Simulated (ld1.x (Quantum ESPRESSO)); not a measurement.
## Varying the TM semilocal potential for technetium

Base potential:

technetium, norm-conserving Troullier–Martins (semilocal form), made with ld1.x (Quantum ESPRESSO) 7.5 (PW91, scalar-relativistic). Core [Kr], reference 4d5 5s2 5p0. Waves: 5s (bound): rc 2.45 bohr; 5p (bound, empty): rc 4.00 bohr; 4d (bound): rc 1.80 bohr. Local part: the d channel. Core correction: Bessel-smoothed model core inside 1.70 bohr.

Cutoffs, loose and tight: the cutoffs (Ry, on a coarse ladder) from which the occupation-weighted sum of valence levels, in a spherical-Bessel basis at the reference potential, stays within 10 and 1 mRy of its value at 400 Ry. They do not see the model core or the augmentation charge, which bear on the density cutoff. Test errors are all-electron minus pseudo excitation energies from the reference, over the configurations 4d5 5s1 5p0; 4d5 5s0 5p0; 4d4 5s0 5p0; 4d5 5s1.5 5p0; 4d5 5s0 5p2; 4d6 5s1 5p0; 4d3 5s0 5p0. A dash means not determined; rows that change the core or the reference have their own tests.

A semilocal file is local in each channel, so a ghost entry of none says nothing of the separable form that plane-wave codes build from it.

```csv
change,outcome,"cutoff, loose","cutoff, tight",bound ghosts,largest test error (meV)
base,generated,45 Ry,55 Ry,none,-615
wave 5s (bound): rc 2.45 bohr becomes 5s (bound): rc 2.46 bohr,generated,45 Ry,55 Ry,none,-615
"all radii but the core radius scaled by about 1.07 (s 2.62, p 4.30, d 1.94 bohr)",generated,40 Ry,50 Ry,none,-602
wave 5p (bound): rc 4.00 bohr becomes 5p (bound): rc 3.46 bohr,generated,45 Ry,55 Ry,none,-615
core correction Bessel-smoothed model core inside 1.08 bohr,generated,45 Ry,55 Ry,none,-616
reference 4d5 5s1 5p0,generated,45 Ry,55 Ry,none,-695
wave 4d (bound): rc 1.80 bohr becomes 4d (bound): rc 1.82 bohr,generated,45 Ry,55 Ry,none,-615
```

(1) What comes out with this change to the base: functional PBE?

## Answers

(1) outcome: generated; cutoff, loose: 45 Ry; cutoff, tight: 50 Ry; bound ghosts: none; largest test error (meV): -615.
